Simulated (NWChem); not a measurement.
System: GeSiH3F, singlet; SMILES [F][Ge][SiH3]

NWChem printed, in part:

```
             Northwest Computational Chemistry Package (NWChem) 7.3.0
             --------------------------------------------------------

 C1  symmetry detected

                             Geometry "geometry" -> ""
                             -------------------------

 Output coordinates in angstroms (scale by  1.889725989 to convert to a.u.)

  No.       Tag          Charge          X              Y              Z
 ---- ---------------- ---------- -------------- -------------- --------------
    1 Ge                  32.0000    -0.42815927     0.67740036    -0.00000940
    2 F                    9.0000     1.28706431     1.09629669     0.00000015
    3 Si                  14.0000     0.09914646    -1.76537785    -0.00002069
    4 H                    1.0000     0.91656719    -2.08896287     1.21477453
    5 H                    1.0000     0.92289163    -2.08787940    -1.21078271
    6 H                    1.0000    -1.10999147    -2.65134972    -0.00340253

 Effective nuclear repulsion energy (a.u.)     237.2512908154

  pbe96 is a nonlocal functional; adding pw91lda local functional.

                                 NWChem DFT Module
                                 -----------------

 Summary of "ao basis" -> "ao basis" (spherical)
 ------------------------------------------------------------------------------
       Tag                 Description            Shells   Functions and Types
 ---------------- ------------------------------  ------  ---------------------
 Ge                       aug-pcseg-1               14       36   6s5p3d
 F                        aug-pcseg-1                9       23   4s3p2d
 Si                       aug-pcseg-1               11       27   5s4p2d
 H                        aug-pcseg-1                5        9   3s2p

            General Information
            -------------------
          SCF calculation type: DFT
          Wavefunction type:  closed shell.
          No. of atoms     :     6
          No. of electrons :    58
           Alpha electrons :    29
            Beta electrons :    29
          Charge           :     0
          Spin multiplicity:     1
          Use of symmetry is: off; symmetry adaption is: off
          Maximum number of iterations: 150
          AO basis - number of functions:   113
                     number of shells:    49
          Convergence on energy requested:  1.00D-06
          Convergence on density requested:  1.00D-05
          Convergence on gradient requested:  5.00D-04

              XC Information
              --------------
          PerdewBurkeErnzerhof Exchange Functional  1.000
            Perdew 1991 LDA Correlation Functional  1.000 local
           PerdewBurkeErnz. Correlation Functional  1.000 non-local

             Grid Information
             ----------------
          Grid used for XC integration:  medium
          Radial quadrature: Mura-Knowles
          Angular quadrature: Lebedev.
          Tag              B.-S. Rad. Rad. Pts. Rad. Cut. Ang. Pts.
          ---              ---------- --------- --------- ---------
          Ge                  1.25      112          15.0       590
          F                   0.50       49          15.0       434
          Si                  1.10       88          15.0       590
          H                   0.35       45          16.0       434
          Grid pruning is: on
          Number of quadrature shells:   384
          Spatial weights used:  Erf1

      Superposition of Atomic Density Guess
      -------------------------------------

 Sum of atomic energies:       -2464.68870406

      Non-variational initial energy
      ------------------------------

 Total energy =   -2464.987469
 1-e energy   =   -3908.737493
 2-e energy   =    1206.498733
 HOMO         =      -0.207308
 LUMO         =      -0.078358

     ---------------------------------------------
      Total Density - Mulliken Population Analysis
     ---------------------------------------------

    Atom       Charge   Shell Charges
 -----------   ------   -------------------------------------------------------
    1 Ge  32    31.36   2.00  2.00  2.00  1.04  1.05  0.07  6.00  5.98  0.51  0.63  0.03 10.03  0.00  0.02
    2 F    9     9.80   2.00  0.97  1.00 -0.03  3.63  2.20  0.02  0.00  0.01
    3 Si  14    13.55   2.00  2.00  0.97  0.51 -0.13  5.99  2.03  0.09 -0.00  0.07  0.02
    4 H    1     1.10   0.71  0.35  0.02  0.01  0.01
    5 H    1     1.10   0.71  0.35  0.02  0.01  0.01
    6 H    1     1.09   0.71  0.35  0.01  0.01  0.02

   convergence    iter        energy       DeltaE   RMS-Dens  Diis-err
 ---------------- ----- ----------------- --------- --------- ---------
 d= 0,ls=0.0,diis     1  -2467.2485966204 -2.70D+03  2.80D-02  7.22D-01
 d= 0,ls=0.0,diis     2  -2465.9342782447  1.31D+00  1.70D-02  1.35D+01
 d= 0,ls=0.0,diis     3  -2467.3348144023 -1.40D+00  6.36D-03  1.58D-02
 d= 0,ls=0.0,diis     4  -2467.3359047282 -1.09D-03  2.84D-03  1.10D-02
 d= 0,ls=0.0,diis     5  -2467.3380052828 -2.10D-03  4.09D-04  4.08D-04
  Resetting Diis
 d= 0,ls=0.0,diis     6  -2467.3380627271 -5.74D-05  1.35D-04  5.02D-05
 d= 0,ls=0.0,diis     7  -2467.3380734856 -1.08D-05  8.45D-05  4.53D-06
 d= 0,ls=0.0,diis     8  -2467.3380724727  1.01D-06  4.20D-05  1.17D-05
 d= 0,ls=0.0,diis     9  -2467.3380742057 -1.73D-06  9.47D-06  1.44D-06
 d= 0,ls=0.0,diis    10  -2467.3380743460 -1.40D-07  2.66D-06  1.20D-08

         Total DFT energy =    -2467.338074346001
      One electron energy =    -3909.742889331341
           Coulomb energy =     1316.049329044866
    Exchange-Corr. energy =     -110.895804874966
 Nuclear repulsion energy =      237.251290815440

 Numeric. integr. density =       57.999989658965

                       DFT Final Molecular Orbital Analysis
                       ------------------------------------

 Vector   27  Occ=2.000000D+00  E=-3.125949D-01
              MO Center=  6.4D-01, -1.9D+00,  4.7D-03, r^2= 2.4D+00
   Bfn.  Coefficient  Atom+Function         Bfn.  Coefficient  Atom+Function
  ----- ------------  ---------------      ----- ------------  ---------------
    70      0.444251  3 Si pz                87      0.328424  4 H  s
    96     -0.326968  5 H  s                 67     -0.176892  3 Si pz
    88      0.156111  4 H  s                 97     -0.155349  5 H  s
    43     -0.104303  2 F  pz                46     -0.071032  2 F  pz
    80     -0.054111  3 Si d  1              73      0.050196  3 Si pz

 Vector   28  Occ=2.000000D+00  E=-3.091225D-01
              MO Center= -2.3D-01, -2.0D+00, -4.3D-03, r^2= 2.8D+00
   Bfn.  Coefficient  Atom+Function         Bfn.  Coefficient  Atom+Function
  ----- ------------  ---------------      ----- ------------  ---------------
    68      0.408699  3 Si px               105     -0.381705  6 H  s
   106     -0.191479  6 H  s                 96      0.184990  5 H  s
    87      0.182524  4 H  s                 65     -0.163127  3 Si px
     5      0.152081  1 Ge s                 42      0.142530  2 F  py
    69      0.133911  3 Si py                64     -0.115304  3 Si s

 Vector   29  Occ=2.000000D+00  E=-2.077176D-01
              MO Center= -2.7D-01, -2.8D-02, -7.0D-06, r^2= 3.9D+00
   Bfn.  Coefficient  Atom+Function         Bfn.  Coefficient  Atom+Function
  ----- ------------  ---------------      ----- ------------  ---------------
    69     -0.405678  3 Si py                17      0.396907  1 Ge py
    14      0.293238  1 Ge py                 4      0.268343  1 Ge s
    64      0.251894  3 Si s                  3     -0.196376  1 Ge s
    42     -0.191961  2 F  py                 5      0.177391  1 Ge s
    11     -0.172330  1 Ge py                16     -0.167666  1 Ge px

 Vector   30  Occ=0.000000D+00  E=-1.464781D-01
              MO Center= -3.9D-01,  4.7D-01,  1.4D-06, r^2= 3.2D+00
   Bfn.  Coefficient  Atom+Function         Bfn.  Coefficient  Atom+Function
  ----- ------------  ---------------      ----- ------------  ---------------
    18      0.646686  1 Ge pz                15      0.477865  1 Ge pz
    12     -0.267048  1 Ge pz                43     -0.206220  2 F  pz
    46     -0.148158  2 F  pz                88     -0.148752  4 H  s
    97      0.148460  5 H  s                 73      0.111666  3 Si pz
    49     -0.099509  2 F  pz                87     -0.093712  4 H  s

 Vector   31  Occ=0.000000D+00  E=-5.538300D-02
              MO Center= -3.7D-01,  3.4D-01,  5.7D-04, r^2= 5.6D+00
   Bfn.  Coefficient  Atom+Function         Bfn.  Coefficient  Atom+Function
  ----- ------------  ---------------      ----- ------------  ---------------
    16      0.659780  1 Ge px                 5      0.414385  1 Ge s
    40     -0.387858  2 F  s                 17      0.304214  1 Ge py
    13      0.284646  1 Ge px               106      0.263278  6 H  s
    39     -0.225522  2 F  s                 71      0.220585  3 Si px
    19      0.218298  1 Ge px                41      0.196882  2 F  px

 Vector   32  Occ=0.000000D+00  E=-2.200237D-02
              MO Center= -5.9D-01, -5.4D-01,  1.3D-04, r^2= 1.3D+01
   Bfn.  Coefficient  Atom+Function         Bfn.  Coefficient  Atom+Function
  ----- ------------  ---------------      ----- ------------  ---------------
    64      1.131901  3 Si s                  6     -0.839476  1 Ge s
     5     -0.743790  1 Ge s                 63      0.639632  3 Si s
    72      0.635387  3 Si py                17      0.622860  1 Ge py
    20      0.576865  1 Ge py                75      0.545556  3 Si py
    19     -0.332290  1 Ge px                 4     -0.302114  1 Ge s

     ---------------------------------------------
      Total Density - Mulliken Population Analysis
     ---------------------------------------------

[...]
```

Level: PBE/aug-pcseg-1. Low-valent species are run as closed-shell singlets; no triplet was tried in these runs. Geometry: optimised at PBE0/def2-SVP.

Q: Which NWChem input produces such a log?

A: Several could match; the one computed here: the input that was run:
```
start job
memory heap 200 mb stack 900 mb global 1100 mb
geometry units angstroms noautoz
  Ge    -0.403044     0.666415    -0.180845
  F      1.257467     1.098242     0.235922
  Si     0.123043    -1.772281    -0.035205
  H      0.620326    -2.083456     1.344828
  H      1.219941    -2.094756    -1.005428
  H     -1.043117    -2.667361    -0.328249
end
basis spherical
  * library aug-pcseg-1
end
dft
  xc xpbe96 cpbe96
  iterations 150
  mulliken
end
task dft energy
```
